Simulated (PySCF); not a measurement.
## Computed data sheet: `F[C@]12CCC[C@H](C1)C2`

Species: C7H11F.
Numbering: `[F:1][C@:2]12[CH2:3][CH2:4][CH2:5][C@H:6]([CH2:7]1)[CH2:8]2` (hydrogens: H9, H10 on C3; H11, H12 on C4; H13, H14 on C5; H15 on C6; H16, H17 on C7; H18, H19 on C8)

Structure used (GFN2-xTB), in Å, numbered top down from 1:
```
atom  x, y, z in Å
F1    -1.539   -1.614    1.361
C2    -0.770   -0.748    0.608
C3     0.693   -1.168    0.627
C4     1.571   -0.002    0.148
C5     0.858    0.884   -0.886
C6    -0.646    0.922   -0.619
C7    -0.933    0.750    0.884
C8    -1.224   -0.489   -0.829
H9     0.814   -2.043   -0.016
H10    0.975   -1.459    1.641
H11    2.502   -0.387   -0.269
H12    1.840    0.611    1.010
H13    1.276    1.892   -0.842
H14    1.024    0.503   -1.895
H15   -1.133    1.747   -1.138
H16   -1.962    0.994    1.135
H17   -0.261    1.214    1.600
H18   -2.308   -0.491   -0.919
H19   -0.784   -1.106   -1.609
```

Among its groups: C–F bond and cyclobutane ring.

**GFN2-xTB geometry**

```yaml
Point_group_of_the_GFN2-xTB_geometry: C1
Rotational_constants_A_B_C_of_the_GFN2-xTB_geometry: 3.398, 2.085, 1.672 GHz
```

PBE0/def2-SVPD ground state and vertical TDDFT (core frozen in the response) (PySCF):

```yaml
Dipole_moment: 2.16 D
HOMO_energy: -8.21 eV
LUMO_energy: 0.62 eV
HOMO–LUMO_gap: 8.83 eV
Lowest_singlet_excitation: 7.75 eV (160 nm, f = 0.001)
Strongest_line_among_the_6_lowest_singlet_transitions: S2 at 8.08 eV (153 nm, f = 0.046)
Lowest_triplet_excitation_Tamm–Dancoff: 7.59 eV
Static_isotropic_polarisability: 75.9 au
Electronic_spatial_extent_⟨r²⟩_about_the_centre_of_nuclear_charge: 834 bohr²
```

PBE0/pcSseg-1 ground state and GIAO shieldings, non-relativistic (PySCF):

```yaml
Lowest_Hirshfeld_atomic_charge: -0.13 e on F1
Highest_Hirshfeld_atomic_charge: +0.10 e on C2
13C_chemical_shifts_computed_TMS_as_zero_by_class: 94.6 (C2), 41.2 (C7/C8), 37.7 (C3), 31.7 (C5), 26.0 (C6), 20.9 (C4) ppm
1H_chemical_shifts_computed_TMS_as_zero_by_class: 2.20 (H16/H18), 2.10 (H15), 2.02 (H9/H10), 1.86 (H11/H12), 1.65 (H17/H19), 1.59 (H13/H14) ppm
Isotropic_shieldings_of_nuclei_other_than_C_and_H_by_class: 319 (F1) ppm
Mayer_bond_orders_between_heavy_atoms: F1–C2 0.89, C2–C3 1.00, C3–C4 1.02, C4–C5 1.02, C5–C6 1.00, C6–C7 0.96, C6–C8 0.96, C7–C2 0.96, C8–C2 0.96
```

Monoisotopic mass from the formula: 114.0845 u.

The largest Löwdin shares of the HOMO are 0.16 on C2, 0.12 on F1, 0.11 on C3 and 0.11 on C6. In wavenumbers S1 is 62500 cm⁻¹ (1 eV = 8065.54 cm⁻¹). The polarisability is 11.25 Å³ as a volume (1 au = 0.148185 Å³), or 1.22 au for each of the 62 electrons. With B = h/(8π²I), that is 505.379 GHz u Å² over I, the principal moments of inertia are 148.7, 242.4 and 302.2 u Å² (most abundant isotopes). In atomic units the dipole is 0.85 e·bohr (1 au = 2.5417 D). The vertical singlet–triplet gap S1 − T1 is 0.16 eV (TDDFT singlet less Tamm–Dancoff triplet; S1: HOMO→LUMO, weight 0.99; T1: HOMO→LUMO, weight 0.94).

Isolated species at its GFN2-xTB geometry, gas phase. NMR classes are plain means over equivalent atoms (diastereotopic ones count apart unless rotation or inversion swaps them), as if these changed places fast; in this geometry the members of some classes differ.

For the NMR shielding job (PBE0/pcSseg-1), the run took 25 s of wall time on one thread of an Arm Neoverse V2, shared host.
